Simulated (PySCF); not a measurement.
GeH2Cl2, optimised at GFN2-xTB:

```xyz
5

Ge    -0.0142     0.0039    -0.0254
Cl    -0.0158     0.8106    -1.9614
Cl    -0.0240    -2.0871    -0.1882
H      1.2362     0.4462     0.7033
H     -1.2567     0.4574     0.7100
```

Energies from PySCF (xtb for GFN2), thermal terms from the rigid-rotor harmonic-oscillator model, ideal gas at 1 bar. 6-31G* has spherical d functions here. All species are closed-shell singlets. B3LYP is the form with VWN-RPA correlation. Ge: all electrons, no relativistic terms.

Question: List the harmonic frequencies (cm⁻¹, unscaled) at this level and at the other levels, each on its own geometry.

Answer: 
- GFN2-xTB: 137, 369, 378, 442, 583, 666, 803, 1851, 1891
- B3LYP/6-31G*: 144, 406, 422, 507, 642, 774, 845, 2152, 2176
- HF/6-31G*: 160, 438, 451, 559, 712, 855, 938, 2312, 2317
- PBE/def2-SVP: 142, 407, 427, 498, 626, 763, 822, 2102, 2123
- PBE0/def2-TZVP: 148, 428, 441, 518, 644, 778, 852, 2193, 2206
